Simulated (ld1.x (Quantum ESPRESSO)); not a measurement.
Plane-wave convergence, PAW potential for silicon

* Element: silicon
* Generator: ld1.x (Quantum ESPRESSO) 7.5
* Type: PAW
* Functional: BP86
* Relativity: scalar-relativistic
* Frozen core: [Ne]
* Valence charge: 4
* Reference configuration: 3s2 3p1 (charge +1)
* Partial waves: 3s (bound): rcut 1.40, rcutus 1.80 bohr; 3s channel at 1.3 Ry: rcut 1.40, rcutus 1.80 bohr; 3p (bound): rcut 2.15, rcutus 2.30 bohr; 3p channel at 3.8 Ry: rcut 2.15, rcutus 2.30 bohr; 3d channel at 0.45 Ry: rcut 1.75, rcutus 2.05 bohr; 3d channel at 0.9 Ry: rcut 1.75, rcutus 2.05 bohr
* Local potential: all-electron potential smoothed inside 2.25 bohr (lloc = -2)
* Core correction: a·sin(br)/r model core, default radius (ld1.x builds one for every PAW set, though the input has nlcc=.false.)
* Augmentation charge: PSQ, inside the norm-conserving radii

The pseudo-atom Hamiltonian at the reference potential is diagonalised in spherical Bessel functions j_l(qr) that vanish at 20 bohr, with q² up to the cutoff. All-electron valence levels (Ry): 3s -1.4074, 3p -0.8641.

Problem. How do the lowest levels (Ry) of each channel move with the cutoff, and are there ghosts?

Solution.

```csv
cutoff (Ry),s #1,p #1,p #2,d #1,d #2,f #1,f #2,Σ f·Δε (mRy)
8,-1.4039,-0.8591,-0.2147,-0.2522,-0.0910,-0.0589,0.0428,12.0
10,-1.4062,-0.8624,-0.2154,-0.2575,-0.0928,-0.0589,0.0428,4.0
12,-1.4070,-0.8636,-0.2157,-0.2612,-0.0942,-0.0589,0.0428,1.2
15,-1.4072,-0.8640,-0.2158,-0.2635,-0.0949,-0.0589,0.0428,0.5
18,-1.4072,-0.8641,-0.2158,-0.2651,-0.0954,-0.0589,0.0428,0.4
21,-1.4073,-0.8641,-0.2158,-0.2654,-0.0955,-0.0589,0.0428,0.3
400,-1.4074,-0.8641,-0.2158,-0.2655,-0.0956,-0.0589,0.0428,0.0
```

Result: no extra level below or beside the all-electron valence levels (s, p, d, f tested); 10 mRy is reached at 10 Ry and 1 mRy at 15 Ry.
